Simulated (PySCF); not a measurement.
Job file and geometry (Å, from GFN2-xTB) of an NMR shielding run on `C=CCCN[Si@@H](N)F`, C₄H₁₁FN₂Si, PySCF, GIAO PBE0/pcSseg-1 NMR shielding, non-relativistic, gas phase; density fitting, a coarse starting grid and PySCF grid level 2 are the driver's defaults:

```
$ OMP_NUM_THREADS=1 python probes_run.py task.json out

{"job": {"kind": "nmr", "xc": "PBE0", "basis": "pcSseg-1"}, "charge": 0, "multiplicity": 1}
C      3.421204    -0.451996     1.378469
C      2.622507    -0.047638     0.408858
C      1.221373     0.431215     0.607067
C      0.219872    -0.499279    -0.090044
N     -1.126542     0.006655     0.035574
Si    -2.339702    -0.194269    -1.150346
N     -3.621604     0.837920    -0.675108
F     -1.604220     0.203102    -2.538500
H      4.422922    -0.797429     1.187667
H      3.108483    -0.448080     2.410119
H      2.960226    -0.065432    -0.619320
H      1.109221     1.430686     0.179308
H      0.988103     0.484602     1.672963
H      0.312603    -1.509988     0.333382
H      0.455825    -0.558956    -1.153374
H     -1.417362     0.070490     0.998721
H     -2.889656    -1.510545    -1.433156
H     -4.442674     0.877716    -1.253310
H     -3.410384     1.750476    -0.306431
```

Problem. What does the program print?

Solution. 
```
coarse grid: 16000 points
cycle   1  E = -657.2385546155  dE =  8.193e-01  |g| = 7.428e-01  |ddm| = 3.836e+00
cycle   2  E = -657.1759542589  dE =  6.260e-02  |g| = 9.860e-01  |ddm| = 1.237e+00
cycle   3  E = -657.3459018142  dE = -1.699e-01  |g| = 7.429e-02  |ddm| = 7.213e-01
cycle   4  E = -657.3467457601  dE = -8.439e-04  |g| = 3.251e-02  |ddm| = 7.128e-02
cycle   5  E = -657.3469372640  dE = -1.915e-04  |g| = 8.245e-03  |ddm| = 2.588e-02
cycle   6  E = -657.3469499182  dE = -1.265e-05  |g| = 2.577e-03  |ddm| = 7.555e-03
cycle   7  E = -657.3469513675  dE = -1.449e-06  |g| = 3.553e-04  |ddm| = 2.189e-03
final grid: 149440 points
cycle   8  E = -657.3949445003  dE = -3.737e-05  |g| = 9.296e-03  |ddm| = 2.542e-02
cycle   9  E = -657.3949360366  dE =  8.464e-06  |g| = 1.124e-02  |ddm| = 1.626e-02
cycle  10  E = -657.3949649541  dE = -2.892e-05  |g| = 1.120e-03  |ddm| = 8.954e-03
cycle  11  E = -657.3949652249  dE = -2.707e-07  |g| = 2.619e-04  |ddm| = 9.946e-04
cycle  12  E = -657.3949652382  dE = -1.334e-08  |g| = 1.063e-04  |ddm| = 2.411e-04
cycle  13  E = -657.3949652407  dE = -2.458e-09  |g| = 2.707e-05  |ddm| = 9.606e-05
cycle  14  E = -657.3949652408  dE = -1.619e-10  |g| = 7.957e-06  |ddm| = 2.834e-05
converged SCF energy = -657.3949652408

GIAO shielding tensors (ppm)
atom      isotropic    diamagn.    paramagn.     s11        s22        s33       span
  0 C       64.658     252.253    -187.595    -47.847     85.263    156.559    204.406
  1 C       41.636     256.044    -214.408    -81.073     47.925    158.055    239.127
  2 C      140.081     247.951    -107.870    117.057    137.838    165.348     48.290
  3 C      141.499     247.196    -105.698    115.913    141.396    167.187     51.273
  4 N      219.282     325.020    -105.738    187.597    222.067    248.180     60.583
  5 Si     384.849     880.340    -495.490    359.623    374.677    420.248     60.626
  6 N      234.901     318.227     -83.326    212.102    222.681    269.918     57.817
  7 F      322.037     472.768    -150.731    276.035    303.327    386.748    110.713
  8 H       26.456      27.285      -0.828     23.515     25.352     30.501      6.987
  9 H       26.294      31.039      -4.745     22.905     25.588     30.389      7.484
 10 H       25.587      30.894      -5.307     23.118     24.604     29.041      5.923
 11 H       29.222      32.321      -3.098     25.979     29.246     32.442      6.463
 12 H       29.741      33.888      -4.147     26.200     29.962     33.061      6.861
 13 H       28.820      32.677      -3.857     23.111     29.169     34.180     11.069
 14 H       28.750      33.788      -5.038     23.369     30.728     32.155      8.786
 15 H       31.231      36.166      -4.935     22.541     31.852     39.301     16.759
 16 H       26.873      29.480      -2.606     23.650     24.060     32.910      9.260
 17 H       30.894      26.875       4.019     24.278     25.839     42.564     18.286
 18 H       30.698      32.683      -1.985     23.900     27.603     40.591     16.691
```

Problem. Turn these shieldings into chemical shifts. δ = σ(ref) − σ, references computed at the same level: TMS for ¹³C (σref 186.93), ²⁹Si (σref 349.16), ¹H (σref 31.72); NH3 for ¹⁵N (σref 267.73); CFCl3 for ¹⁹F (σref 170.95).

Solution. Averaging equivalent atoms: C 1: 145.3; C 0: 122.3; C 2: 46.8; C 3: 45.4; N 4: 48.4; N 6: 32.8; Si 5: -35.7; F 7: -151.1; H 10: 6.13; H 9: 5.42; H 8: 5.26; H 16: 4.84; H 14: 2.97; H 13: 2.90; H 11: 2.49; H 12: 1.98; H 17/18: 0.92; H 15: 0.49 ppm. Unscaled 19F shifts against computed CFCl3 carry errors that often reach 10 to 50 ppm. Experimental scales use liquid or dissolved standards, which lie at an offset from isolated NH3 (liquid NH3: subtract about 20 ppm).

Size and cost of the density-fitted run: 198 basis functions, 34 s wall time on 1 thread of an Arm Neoverse V1, shared host; peak memory 0.87 GiB.
